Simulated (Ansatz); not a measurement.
One change: `[InH2][C]1=NC1` becomes `COC1=NC1`.

Ansatz, PBE0-D4/def2-TZVP geometries, multiplicity 1. 

Elements past krypton have def2 core potentials.

```
                                                                                  property  `[InH2][C]1=NC1`
                                                     HOMO–LUMO gap (B3LYP/def2-TZVPP) / eV              4.34
                                            zero-point energy (PBE0-D4/def2-TZVP) / kJ/mol             123.4
                                                   HOMO–LUMO gap (ωB97M-V/def2-TZVPP) / eV              8.53
                                                        LUMO energy (PBE0/def2-TZVPP) / eV             -2.14
ideal-gas entropy at 298 K and 1 bar (rigid rotor, harmonic PBE0-D4/def2-TZVP) / J/(mol·K)               334
                                                       HOMO–LUMO gap (PBE/def2-TZVPP) / eV              2.95
```

Give the same properties after the change, and the shifts. (Estimate.)

The calculation gave: 
```
                                                                                  property  `COC1=NC1`  shift
                                                     HOMO–LUMO gap (B3LYP/def2-TZVPP) / eV        7.98   3.64
                                            zero-point energy (PBE0-D4/def2-TZVP) / kJ/mol       208.1   84.7
                                                   HOMO–LUMO gap (ωB97M-V/def2-TZVPP) / eV       12.80   4.27
                                                        LUMO energy (PBE0/def2-TZVPP) / eV        0.79   2.93
ideal-gas entropy at 298 K and 1 bar (rigid rotor, harmonic PBE0-D4/def2-TZVP) / J/(mol·K)         307    -27
                                                       HOMO–LUMO gap (PBE/def2-TZVPP) / eV        6.02   3.07
```

With PBE0 the HOMO falls by 0.70 eV and the LUMO rises by 2.93 eV, so the gap widens by about 3.63 eV. PBE moves the HOMO by -0.56 eV and ωB97M-V by -0.79 eV. The zero-point energy changes by 84.7 kJ/mol with +6 modes.

B3LYP here is the variant with VWN-RPA as its local correlation; programs differ in this.
